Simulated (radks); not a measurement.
Task: The mercury ion Hg3+, 77 electrons, occupied as [Xe] 4f14 5d8 6p1 (not the ground configuration). Calculated with a radial shooting solver on a logarithmic mesh with Libxc functionals: Dirac Kohn-Sham, PBE, spin-unpolarised, spherical densities, point nucleus; open shells fill j = l - 1/2 first. Some entries of the table are withheld. Estimate them.

orbital,occ.,eigenvalue (hartree),<r^2> (bohr^2)
1s1/2,2,-3053.432,0.0003806
2s1/2,2,-541.9143,0.005736
2p1/2,2,-519.8957,0.004054
2p3/2,4,-448.3052,0.005240
3s1/2,2,-129.6993,0.03723
3p1/2,2,-119.8053,0.03392
3p3/2,4,-103.9470,0.04031
3d3/2,4,-87.61147,0.03086
3d5/2,6,-84.21441,0.03260
4s1/2,2,(1),0.1799
4p1/2,2,-25.41784,0.1832
4p3/2,4,-21.58844,0.2154
4d3/2,4,-14.67308,0.2263
4d5/2,6,-13.95925,0.2376
5s1/2,2,-5.77524,0.9050
4f5/2,6,-5.06042,0.2765
4f7/2,8,-4.90618,0.2843
5p1/2,2,(2),1.049
5p3/2,4,(3),1.256
5d3/2,4,(4),(5)
5d5/2,4,(6),(7)
6p1/2,1,-1.01319,(8)
6p3/2,0,-0.92216,(9)

Result: 
(1) 4s1/2 eigenvalue (hartree): -29.65652
(2) 5p1/2 eigenvalue (hartree): -4.36967
(3) 5p3/2 eigenvalue (hartree): -3.68483
(4) 5d3/2 eigenvalue (hartree): -1.75394
(5) 5d3/2 <r^2> (bohr^2): 2.047
(6) 5d5/2 eigenvalue (hartree): -1.67404
(7) 5d5/2 <r^2> (bohr^2): 2.176
(8) 6p1/2 <r^2> (bohr^2): 7.086
(9) 6p3/2 <r^2> (bohr^2): 8.321
